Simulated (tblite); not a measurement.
Compound: C₇H₁₅P.
Cartesian coordinates in Å at the GFN2-xTB level; atoms count from 1:
```xyz
23
C7H15P angstrom
C      1.1718    2.5897    0.5930
C      0.7337    1.3573    0.7866
P      0.0971    0.3144   -0.5711
C      1.3247   -1.0773   -0.3460
C      2.7070   -0.6504   -0.8202
C     -1.3463   -0.4272    0.3816
C     -2.3562    0.6774    0.6763
C     -1.9977   -1.5425   -0.4280
H      1.5586    3.2002    1.3949
H      1.1592    3.0398   -0.3863
H      0.7494    0.9081    1.7760
H      1.3519   -1.3790    0.7057
H      0.9807   -1.9274   -0.9398
H      3.0605    0.2058   -0.2481
H      3.4219   -1.4634   -0.7050
H      2.6744   -0.3654   -1.8699
H     -0.9678   -0.8358    1.3281
H     -1.8972    1.4801    1.2515
H     -3.2001    0.2843    1.2416
H     -2.7337    1.0988   -0.2537
H     -2.3281   -1.1621   -1.3929
H     -2.8653   -1.9367    0.0996
H     -1.3033   -2.3619   -0.6009
```

Calculated harmonic vibrations of the isolated species, GFN2-xTB (tblite), most abundant isotopes, no scaling. This tight-binding method is rough: wavenumbers can miss measured ones by several per cent, in bad cases by 10 to 20. One conformer, not necessarily the lowest.

Harmonic wavenumbers (cm⁻¹): 42.1, 56.6, 74.5, 132.4, 161.3, 189.9, 193.0, 215.0, 247.2, 275.4, 296.6, 329.0, 351.5, 420.5, 546.6, 669.2, 679.6, 708.0, 776.6, 903.7, 931.7, 936.6, 978.5, 984.3, 1003.9, 1006.3, 1012.4, 1047.2, 1073.5, 1131.9, 1168.8, 1223.6, 1229.9, 1244.7, 1253.5, 1291.2, 1398.8, 1406.1, 1409.9, 1418.2, 1446.3, 1491.9, 1493.9, 1496.6, 1501.9, 1502.6, 1504.0, 1665.4, 2873.2, 2922.3, 2958.3, 2978.5, 3006.3, 3010.6, 3015.3, 3016.6, 3021.4, 3023.0, 3026.9, 3031.2, 3031.9, 3075.7, 3108.9.

A = 2048, B = 1322, C = 880.3 MHz; mass 130.091 u (most abundant isotopes); point group C1, symmetry number 1.

What is the zero-point energy?

½Σν̃ = 43811 cm⁻¹ = 125.26 kcal/mol.

Give the ideal-gas entropy at 298.15 K and 1 bar in the rigid-rotor, harmonic-oscillator model (classical rotation).

Translation 40.53, rotation 29.29, vibration 36.88: S = 106.7 cal/(mol K).

And Cp and H(298.15 K) − H(0)?

Cp = 43.69 cal/(mol K), of which vibrations give 35.74 (their classical limit is 63 R = 125.2); H(298.15 K) − H(0) = 8.05 kcal/mol without the zero-point energy, 5.68 from vibrations.

What must be added to the electronic energy to get the Gibbs energy at 298.15 K and 1 bar?

ZPE + [H(298.15 K) − H(0)] − T·S = 125.26 + 8.05 − 31.81 = 101.50 kcal/mol.

Blend soft modes into free rotors: weight 1/[1 + (100 cm⁻¹/ν̃)⁴] for the oscillator and the rest for a rotor with moment μB/(μ + B), μ = h/(8π²ν), B = 10⁻⁴⁴ kg m². What vibrational entropy results?

33.69 cal/(mol K) in place of 36.88, which changes −T·S at 298.15 K by +0.95 kcal/mol.

How do the functions run with temperature in this model?

| T (K) | S (cal/(mol K)) | Cp (cal/(mol K)) | H − H(0) (kcal/mol) | G − H(0) (kcal/mol) | ln q(vib) |
| --- | --- | --- | --- | --- | --- |
| 150 | 82.7 | 28.3 | 2.74 | -9.66 | 4.04 |
| 250 | 99.5 | 38.5 | 6.07 | -18.80 | 7.41 |
| 400 | 121.1 | 54.9 | 13.07 | -35.38 | 12.20 |
| 600 | 147.0 | 73.2 | 25.97 | -62.24 | 18.27 |
| 900 | 180.5 | 91.9 | 50.95 | -111.52 | 26.80 |

q(vib) and H(0) count from the zero-point level.

Which modes carry the vibrational entropy at 298.15 K?

42.1 cm⁻¹: 5.16; 56.6 cm⁻¹: 4.57; 74.5 cm⁻¹: 4.03; 132.4 cm⁻¹: 2.91; 161.3 cm⁻¹: 2.53; 189.9 cm⁻¹: 2.23 cal/(mol K); the other 57 give 15.45 together.

Hindered rotation and anharmonicity are outside this model. Other conformers, if any are populated, would add a mixing term that is left out. The structure is chiral; the term R ln 2 for an equal mix with its mirror image is left out.
